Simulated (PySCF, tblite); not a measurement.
One entry of a table of gas-phase calculations, keyed by method. Lists by class give the value and the number of equivalent atoms.

```json
{
 "formula": "C3H7N3S2Si2",
 "smiles": "CS[Si@@](N)(C#N)S[SiH2]C#N",
 "charge": 0,
 "multiplicity": 1,
 "geometry_level": "GFN2-xTB",
 "electronic_structure_code": "PySCF",
 "results": {
  "GFN2-xTB geometry": {
   "point_group": "C1",
   "rotational_constants_GHz": [1.173, 0.5, 0.461]
  },
  "PBE0/pcSseg-1 ground state and GIAO shieldings, non-relativistic": {
   "dipole_D": 2.14,
   "homo_eV": -7.6,
   "lumo_eV": -1.52,
   "shift_vs_computed_TMS_C_by_class_ppm": [
    [127.5, 1],
    [123.2, 1],
    [14.9, 1]
   ],
   "shift_vs_computed_TMS_H_by_class_ppm": [
    [5.34, 1],
    [5.05, 1],
    [2.42, 3],
    [2.18, 2]
   ],
   "shielding_other_nuclei_by_class_ppm": [
    ["N", -98.2, 1],
    ["N", -89.7, 1],
    ["N", 222.5, 1],
    ["Si", 363.7, 1],
    ["Si", 410.3, 1],
    ["S", 644.7, 1],
    ["S", 703.5, 1]
   ]
  },
  "GFN2-xTB harmonic vibrations, gas phase": {
   "strongest_ir_bands_cm-1_km_per_mol_modes": [
    [561.4, 365.1, 1],
    [692.7, 271.3, 1],
    [727.8, 164.0, 1],
    [810.7, 151.8, 1],
    [923.0, 116.2, 1],
    [2376.7, 187.4, 1]
   ],
   "zpe_kcal_per_mol": 63.0
  }
 }
}
```

The rotational constants make it an asymmetric top with κ = (2B − A − C)/(A − C) = -0.89, nearer the prolate limit (−1). A dipole of 2.14 D is allowed in C1, and pure rotational transitions are dipole-allowed.

 NMR classes are plain means over equivalent atoms (diastereotopic ones count apart unless rotation or inversion swaps them), as if these changed places fast; in this geometry the members of some classes differ.

For the vibration job (GFN2-xTB), on one thread, Arm Neoverse V2 (aarch64), shared host, this took 1.0 s.

Conformer computed: `[CH3:1][S:2][Si@@:3]([NH2:4])([C:5]#[N:6])[S:7][SiH2:8][C:9]#[N:10]`: C1–S2–Si3–N4 -57°, S2–Si3–S7–Si8 -161°, Si3–S7–Si8–C9 -44°, H–N4–Si3–S2 -45°, H–N4–Si3–S2 173°.

One conformer stands for the species.
